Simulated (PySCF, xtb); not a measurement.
Si(Br)(OH)2(NH2) (BrH₄NO₂Si), SMILES Br[Si](N)(O)O.

GFN2-xTB run with xtb at its own geometry gives an orbital gap of 7.34 eV and a dipole moment of 5.86 D.

Geometry optimised at PBE0-D3(BJ)/def2-SVP. The structure was generated by enumeration, and PubChem lists no compound with its InChIKey, so it may never have been made. The values are those of a single conformer.

Question: What does PBE0/def2-TZVP in PySCF give? (An estimate is asked for; the answer gives what the named calculation found.)

Answer: gap 8.23 eV (levels -7.87 and 0.36 eV), dipole 1.90 D.
